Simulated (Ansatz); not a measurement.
Single points on Ga₂As₃.

```yaml
crystal:
  periodic: [false, false, false]
  atoms:
    - {symbol: Ga, position_ang: [0.654471, -2.198399, 0.307065]}
    - {symbol: Ga, position_ang: [0.032342, 2.307597, 0.171605]}
    - {symbol: As, position_ang: [-0.408842, -0.017610, 1.282973]}
    - {symbol: As, position_ang: [1.047416, 0.119655, -0.837916]}
    - {symbol: As, position_ang: [-1.325377, -0.211252, -0.923728]}
basis:
  gaussian: {orbitals: def2-TZVP, initial_orbitals: start.molden}
magnetization: {spin_polarized: true, initial_magnetization: 1}
hamiltonian: {xc: {name: LC-wPBE}}
scf: {omitted_lower_state_checks: [starts]}
output: {orbitals: {seedname: orbitals}}
```

The file start.molden holds the orbitals of an earlier run on this structure, at another level or in another basis.

```sh
$ ansatz run in.yaml --threads 4 --pin off --events-out ev --progress --plain --max-ram 4787MiB
```

Shortened log:

```
Functional definition: LC-wPBE
1855 factors; their error is unknown
450 factors; integrals over basis functions are off by at most 1.3e-5 eV
mean field evaluation 1: about -287242.5767 eV, gradient 1.1e1 eV
mean field evaluation 2: about -287242.8906 eV, gradient 4.5e-1 eV
mean field evaluation 4: about -287242.8807 eV, gradient 1.9e-1 eV
mean field evaluation 8: about -287242.8814 eV, gradient 3.7e-5 eV
mean field -287242.88143633 eV, -10555.9811925672 hartree, gradient 3.7e-5 eV, S^2 0.803696; 0 other end points of the search recorded, 0 dependent functions left out
reference -287242.88143634 eV, -10555.9811925674 hartree; 81, 80 occupied and 159, 160 virtual orbitals, 1855 factors
Total energy: -287242.88143634 eV, -10555.9811925674 hartree
Checks for a lower state left out: starts
```

Run time 46 s (4 threads of Intel Xeon on a shared host), peak host memory 1.1 GiB.

The first input with `hamiltonian: {xc: r2scan, dispersion: d4}` (abridged; 40 s):

```
Functional definition: r2SCAN
mean field -287281.81106926 eV, -10557.4118301898 hartree, gradient 3.0e-5 eV, S^2 0.770182
Total energy: -287281.87670128 eV, -10557.4142421220 hartree
Checks for a lower state left out: starts
```

First input, but with `hamiltonian: {xc: hf}` (abridged; 55 s):

```
Functional definition: HF
mean field -287057.91118202 eV, -10549.1836610985 hartree, gradient 4.2e-5 eV, S^2 0.903593
Total energy: -287057.91118202 eV, -10549.1836610985 hartree
Checks for a lower state left out: starts
```

The first input with `correlation: {method: mp2}` and without the key `hamiltonian` (abridged; 53 s):

```
Functional definition: HF
mean field -287057.91118202 eV, -10549.1836610985 hartree, gradient 2.6e-6 eV, S^2 0.903593
45 core orbitals not correlated: weight in the atoms' cores, before any rotation towards them, 1.000 or more for the frozen orbitals, at most 0.000 for the correlated occupied ones
second order -32.79550093 eV of doubles, -0.00000000 eV of singles
Total energy: -287090.70668295 eV, -10550.3888735281 hartree
Checks for a lower state left out: starts
```

As the first input, with `hamiltonian: {xc: pbe, dispersion: d4}`, `output: {forces: true, orbitals: {seedname: orbitals}}` (abridged; 18 s):

```
Functional definition: PBE
mean field -287240.41474999 eV, -10555.8905435162 hartree, gradient 2.0e-5 eV, S^2 0.755488
Total energy: -287240.78697677 eV, -10555.9042225980 hartree
Atom 0 force     0.017295    -0.158838     0.001647 eV/Å
Atom 1 force    -0.027001     0.158992    -0.008348 eV/Å
Atom 2 force    -0.016629     0.003723     0.242144 eV/Å
Atom 3 force     0.219171     0.026181    -0.101162 eV/Å
Atom 4 force    -0.192836    -0.030057    -0.134282 eV/Å
Dipole moment:     0.092476     0.014755     0.064457 e Å
Checks for a lower state left out: starts
```

First input, but with `hamiltonian: {xc: pbe0, dispersion: d4}` (abridged; 57 s):

```
Functional definition: PBE0
mean field -287247.25239344 eV, -10556.1418222783 hartree, gradient 3.8e-5 eV, S^2 0.767662
Total energy: -287247.56916668 eV, -10556.1534634802 hartree
Checks for a lower state left out: starts
```

Geometry: r2SCAN-D4/def2-SVP.

LC-ωPBE has ω = 0.4 bohr⁻¹. Correlated methods freeze 45 core orbitals; core or outer-core shells of Ga, As are correlated, in sets that lack core-valence functions. At HF/def2-TZVP, MP2/def2-TZVP the charge 0 doublet is spin-contaminated (final ⟨S²⟩ up to 0.90, 0.75 for a pure state). Another isomer (doublet) lies 0.03 eV lower at PBE0-D4/def2-TZVP; other spin states weren't run for this one.
